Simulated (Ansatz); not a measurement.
`BN([SiH3])CC` + `C[AsH]C` → `C[As](C)[SiH3]` + `BNCC`  (ligand exchange at the Si–N bond)

Gas-phase electronic energies from Ansatz, PBE0-D4/def2-TZVP geometries. CCSD(T)/CBS adds triple-zeta CCSD(T) − MP2 to the extrapolated MP2 energy (def2 sets, frozen cores). Functionals use def2-TZVPP. B3LYP here is the variant with VWN-RPA as its local correlation; programs differ in this. For As outer-core shells are correlated without core-valence functions, which leaves a few kJ/mol of doubt a bond. Scalar relativity is left out up to krypton. One conformer a species, not always the lowest.

| level | ΔE (eV) |
| --- | --- |
| CAM-B3LYP-D4 | 0.10 |
| PBE-QIDH | 0.03 |
| B3LYP | 0.03 |
| r2SCAN0 | 0.02 |

Task: What does CCSD(T)/CBS give? (Estimate.)

Result: Computed: +0.07 eV. The listed levels differ from it by 0.03, -0.04, -0.04, -0.05 eV.

Largest T1 diagnostic among the species: 0.012.

From BLYP to BHLYP (50 % exact exchange), in def2-TZVPP and without D4, ΔE moves by +0.11 eV. Leaving LDA and LC-ωPBE aside and taking each functional with its dispersion term where it has one, the values, not all of them listed here, spread over 0.20 eV, from PBE-D4 to CAM-B3LYP-D4. LDA lies +0.06 eV from PBE without D4. In def2-TZVPP, CCSD(T) changes the Hartree–Fock value by −0.09 eV (the triples alone add −0.02 eV) and MP2 by −0.08 eV.
